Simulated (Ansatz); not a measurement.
The cluster Cu2O2⁺. Charge 1, multiplicity 2. Geometry PBE-D4/def2-SVP, basis def2-TZVP, Ansatz.

```xyz
4

Cu   -1.1374   -0.9010    1.0251
Cu    1.1375    0.9012   -1.0247
O    -0.5531    0.5063   -0.1685
O     0.5529   -0.5065    0.1682
```

```
run  HOMO (eV)  LUMO (eV)
  A     -10.40      -9.63
  B     -10.08      -9.72
  C     -12.01      -8.85
  D     -10.20      -9.88
  E     -12.19      -8.71
```

The structure holds 1 bond(s) between oxygen atoms. No other spin state of charge 1 was run. Another isomer (doublet) lies 0.40 eV lower at PBE-D4/def2-TZVP; other spin states weren't run for this one.

HOMO and LUMO are taken over both spins.

Question: The runs used PBE, PBE0, r2SCAN, r2SCAN0, revPBE. Estimate which is which.

Answer: A r2SCAN (0 % exact exchange); B revPBE (0 % exact exchange); C PBE0 (25 % exact exchange); D PBE (0 % exact exchange); E r2SCAN0 (25 % exact exchange). Exact exchange lowers occupied and raises empty levels; among semilocal functionals meta-GGAs tend to open the gap a little, and such runs are hard to tell apart. The gap grows from 0.32 eV (PBE) to 3.48 eV (r2SCAN0).
